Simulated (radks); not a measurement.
Results of a calculation; reference values are marked as such.
Species: the helium ion He+. Configuration: 1s1. Level of theory: scalar-relativistic Kohn-Sham, LDA (Slater exchange, Perdew-Wang correlation), spin-polarised, spherical densities, point nucleus; open shells are filled with parallel spins first (a radial shooting solver on a logarithmic mesh with Libxc functionals). Some entries of the table are withheld. Estimate them.

| orbital | occ. | eigenvalue (hartree) | <r> (bohr) |
|---|---|---|---|
| 1s up | 1 | (1) | 0.7715 |
| 2s up | 0 | -0.21338 | (2) |
| 2p up | 0 | (3) | 3.323 |

Answer. 
(1) 1s up eigenvalue (hartree): -1.51052
(2) 2s up <r> (bohr): 3.700
(3) 2p up eigenvalue (hartree): -0.18487
